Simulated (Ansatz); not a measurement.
`C=C/C=[N]\[InH2]` + HI → `[InH2][I]` + `C=CC=N` at 700 K and 1 bar (ligand exchange at the In–N bond).

Calculated with Ansatz (gas phase, PBE0-D4/def2-TZVP geometries, no zero-point term in ΔE). CBS: MP2 limit from def2 TZ/QZ plus the TZ coupled-cluster correction, frozen cores. def2 core potentials past Kr. For I, In outer-core shells are correlated without core-valence functions, which leaves a few kJ/mol of doubt a bond. Each species was taken in one conformer, which may not be the lowest.

```csv
species,CCSD(T)/CBS energy (Eh),H − E (kJ/mol),S (J/(mol·K))
`C=C/C=[N]\[InH2]`,-362.21401,277.9,485.0
HI,-298.03592,34.6,231.7
`[InH2][I]`,-488.48444,71.4,349.5
`C=CC=N`,-171.81851,249.8,364.6
```

H − E and S are ideal-gas, rigid-rotor, harmonic terms from PBE0-D4/def2-TZVP, for one conformer and one mirror image of each species. 1 Eh = 2625.50 kJ/mol, R = 8.31446 J/(mol·K).

Question: By hand: ΔE, ΔH, ΔS and ΔG.

Answer: ΔE = (-488.48444) + (-171.81851) − (-362.21401) − (-298.03592) = -0.05302 Eh = -139.2 kJ/mol. Δ(H − E) = 71.4 + 249.8 − 277.9 − 34.6 = 8.7, so ΔH = -130.5 kJ/mol. ΔS = 349.5 + 364.6 − 485.0 − 231.7 = -2.6 J/(mol·K). ΔG = -130.5 − 700 × (-2.6)/1000 = -128.7 kJ/mol.

Question: By hand: the equilibrium constant, and the temperature at which ΔG would vanish if ΔH and ΔS stayed fixed.

Answer: log₁₀ K = −ΔG/(RT ln 10) = 9.6. ΔG = 0 at ΔH/ΔS = 50192 K, far beyond where these terms or the molecules hold.

The number of gas molecules stays the same, so ΔS is small and ΔH decides. A doubt of 5 kJ/mol in ΔE shifts log₁₀ K by 0.4 here. Other conformers and mirror images would add mixing entropy, several J/(mol·K) or more a flexible species. These are equilibria of isolated gas molecules and say nothing of rates. Largest T1 diagnostic: 0.017 (customary marks: 0.02 for closed shells, 0.045 for open ones).
